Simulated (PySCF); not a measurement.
Be(H)(SiH3), SMILES [BeH][SiH3] (H4BeSi) (PBE0/def2-SVP optimised geometry):

```
6

Be     0.712    -0.175     0.000
H      2.052    -0.175     0.000
Si    -1.483    -0.169     0.000
H     -2.052    -1.169    -0.963
H     -2.042     1.169    -0.387
H     -2.049    -0.499     1.351
```

Calculation: PySCF 2.14.0 with PBE0/def2-TZVP.

**Question.** What are the frontier orbital energies and the dipole moment?

**Answer.** HOMO-2 -9.57 eV, HOMO-1 -9.57 eV, HOMO -7.88 eV, LUMO -1.39 eV, LUMO+1 -1.39 eV; dipole moment 0.38 D.

On the same geometry PBE/def2-TZVP (PySCF) gives HOMO-2 -8.28 eV, HOMO-1 -8.25 eV, HOMO -6.74 eV, LUMO -2.21 eV, LUMO+1 -2.21 eV; dipole moment 0.30 D.

Meta-Löwdin charges at PBE0/def2-TZVP: Be1 0.97, H2 -0.50, Si3 -0.28, H4 -0.06, H5 -0.06, H6 -0.06.
